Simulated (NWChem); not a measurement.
Molecule: LiOH; SMILES [Li][OH]

```xyz
3

Li    -0.7681    -0.7187    -0.6607
O      0.1917     0.1794     0.1649
H      0.7808     0.7305     0.6716
```
Atoms are numbered in this order, from 1.

Results from NWChem. Pople sets run with spherical d functions. The geometry was optimised at PBE0/def2-SVP. Static field.

| level | basis functions | isotropic polarisability (bohr³) | anisotropy (bohr³) | relative time |
|---|---|---|---|---|
| PBE/6-31G* | 30 | 18.5 | 1.5 | 1 |
| PBE/6-31+G* | 38 | 17.3 | 3.2 | 2 |
| PBE/def2-SVP | 28 | 15.0 | 7.4 | 1 |
| PBE/def2-SVPD | 43 | 19.2 | 2.5 | 2 |
| PBE/def2-TZVP | 51 | 15.4 | 4.9 | 3 |
| PBE/aug-cc-pVDZ | 55 | 20.9 | 0.1 | 5 |
| PBE/Sadlej pVTZ | 57 | 21.7 | 1.0 | 5 |
| PBE/def2-TZVPD | 66 | 20.2 | 1.7 | 5 |
| PBE/aug-cc-pVTZ | 115 | 21.6 | 0.5 | 30 |

Relative times are rough (shared machine, one core).
